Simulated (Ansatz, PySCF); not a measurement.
CH₆O₂S₂Si, singlet, at a GFN2-xTB geometry, with bond 11-5 at 1.8 times its length. Base run: CASSCF(2,3)/STO-3G run with PySCF.

Input for PySCF:
```python
from pyscf import gto, scf, mcscf
import numpy

mol = gto.M(
    atom='''
C     2.27858865    1.09423595   -0.00766024
O     1.06805365    0.94941428    0.68299512
Si   -0.21721386    0.04142982    0.32899387
O    -1.17250282    0.00589387    1.62160991
S    -1.35303120    0.88466481   -1.30708449
S     0.41776429   -1.96476080   -0.08119065
H     2.70248488    0.11790893   -0.24934711
H     2.96211921    1.63828973    0.64286219
H     2.12635607    1.65941640   -0.93012138
H    -1.42237764    0.80961997    2.07095912
H     0.34755259    0.67294616   -2.96594228
H    -0.79099408   -2.49864100   -0.09007151
''',
    basis='sto-3g',
    verbose=4,
)

mf = scf.RHF(mol)
mf.kernel()
mc = mcscf.CASSCF(mf, 3, 2)
mc.fix_spin_(ss=0.0)
mc.kernel()
occ = numpy.linalg.eigvalsh(mc.fcisolver.make_rdm1(mc.ci, mc.ncas, mc.nelecas))[::-1]
ss = mc.fcisolver.spin_square(mc.ci, mc.ncas, mc.nelecas)[0]
print('natural occupations', occ.round(4), ' <S^2>', round(ss, 4))
```

Programs used: Ansatz (a first-principles code), PySCF; a row that names a program was run with it.

The base run was repeated with changes; each row names its change, and settings that it needs were set with it.

```
change                                            ΔE vs base (kcal/mol)                 natural occupations  <S^2> of the state        outcome
------------------------------------------------  ---------------------  ----------------------------------  ------------------  -------------
base                                                              0.000                      1.52 0.48 0.00                0.00      converged
code = ansatz                                                     0.015                                   -                   -      converged
orbitals = fixed (CASCI); correction = SC-NEVPT2                 -111.0                      1.67 0.33 0.00                0.00      converged
correction = SC-NEVPT2                                           -114.6                      1.52 0.48 0.00                0.00      converged
conv_tol = 1e-5                                                   0.000                      1.52 0.48 0.00                0.00      converged
active space = 8 electrons, 7 orbitals                           -17.42  2.00 1.98 1.97 1.53 0.47 0.03 0.02                0.00      converged
orbitals = fixed (CASCI)                                          29.08                      1.67 0.33 0.00                0.00      converged
active space = 6 electrons, 7 orbitals                                -                                   -                   -  not converged
active space = 6 electrons, 5 orbitals                            -9.67            2.00 1.97 1.54 0.47 0.03                0.00      converged
active space = 6 electrons, 4 orbitals                           -0.266                 2.00 2.00 1.53 0.47                0.00      converged
active space = 6 electrons, 6 orbitals                                -                                   -                   -  not converged
```

Active orbitals are taken around the Fermi level unless the row says otherwise; CASSCF can end in different local minima, and two programs can end on different orbitals. State-averaged rows give the lowest state.
